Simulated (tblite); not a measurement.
Compound: C6H14OSi2.
Structure used (GFN2-xTB), in Å, numbered top down from 1:
```xyz
23
C6H14OSi2 angstrom
C      3.232    0.417    0.857
C      2.099    0.272    0.185
C      0.895    1.124    0.492
O     -0.290    0.381    0.651
C     -0.820   -0.205   -0.529
C     -2.276   -0.489   -0.192
Si    -2.827    0.865    1.028
C     -0.031   -1.444   -0.954
Si     1.803   -0.997   -1.181
H      4.096   -0.187    0.637
H      3.347    1.146    1.646
H      0.761    1.862   -0.319
H      1.026    1.665    1.435
H     -0.777    0.545   -1.338
H     -2.877   -0.517   -1.098
H     -2.359   -1.469    0.279
H     -2.327    0.622    2.376
H     -2.444    2.184    0.524
H     -4.299    0.815    1.065
H     -0.144   -2.200   -0.174
H     -0.474   -1.851   -1.863
H      2.680   -2.158   -1.025
H      2.002   -0.358   -2.492
```

Calculated harmonic vibrations of the isolated species, GFN2-xTB (tblite), most abundant isotopes, no scaling. The method is semi-empirical: single wavenumbers can be off by several per cent or more. Modes of hydrogen on silicon can be 10 to 20 % off. One conformer, not necessarily the lowest.

Harmonic wavenumbers (cm⁻¹): 52.9, 55.8, 103.2, 122.8, 209.3, 247.6, 258.3, 281.4, 327.4, 361.4, 396.8, 463.2, 499.3, 529.1, 543.8, 561.8, 611.6, 632.9, 678.1, 710.0, 739.1, 754.5, 768.7, 778.5, 801.9, 811.3, 821.5, 827.9, 902.9, 914.7, 950.4, 990.3, 1050.2, 1058.7, 1091.9, 1114.5, 1180.4, 1196.1, 1213.4, 1246.1, 1261.3, 1317.5, 1333.3, 1344.3, 1418.4, 1451.2, 1467.1, 1483.2, 1686.8, 2187.6, 2199.1, 2252.3, 2261.1, 2309.8, 2812.2, 2815.4, 2947.3, 2970.3, 2986.0, 2988.1, 3005.2, 3066.0, 3110.5.

A = 2259, B = 708.5, C = 565.3 MHz; mass 158.058 u (most abundant isotopes); point group C1, symmetry number 1.

Task: Zero-point energy?

Result: ½Σν̃ = 38767 cm⁻¹ = 110.84 kcal/mol.

Task: What is S at 273.15 K and 1 bar for an ideal gas of classical rigid rotors and harmonic oscillators?

Result: Translation 40.67, rotation 29.99, vibration 30.20: S = 100.9 cal/(mol K).

Task: And Cp and H(273.15 K) − H(0)?

Result: Cp = 43.74 cal/(mol K), of which vibrations give 35.79 (their classical limit is 63 R = 125.2); H(273.15 K) − H(0) = 6.72 kcal/mol without the zero-point energy, 4.55 from vibrations.

Task: What must be added to the electronic energy to get the Gibbs energy at 273.15 K and 1 bar?

Result: ZPE + [H(273.15 K) − H(0)] − T·S = 110.84 + 6.72 − 27.55 = 90.01 kcal/mol.

Task: Which modes carry the vibrational entropy at 273.15 K?

Result: 52.9 cm⁻¹: 4.53; 55.8 cm⁻¹: 4.43; 103.2 cm⁻¹: 3.22; 122.8 cm⁻¹: 2.89; 209.3 cm⁻¹: 1.89; 247.6 cm⁻¹: 1.59 cal/(mol K); the other 57 give 11.64 together.

Task: Blend soft modes into free rotors: weight 1/[1 + (100 cm⁻¹/ν̃)⁴] for the oscillator and the rest for a rotor with moment μB/(μ + B), μ = h/(8π²ν), B = 10⁻⁴⁴ kg m². What vibrational entropy results?

Result: 27.88 cal/(mol K) in place of 30.20, which changes −T·S at 273.15 K by +0.63 kcal/mol.

Hindered rotation and anharmonicity are outside this model. Other conformers, if any are populated, would add a mixing term that is left out. The structure is chiral; the term R ln 2 for an equal mix with its mirror image is left out.
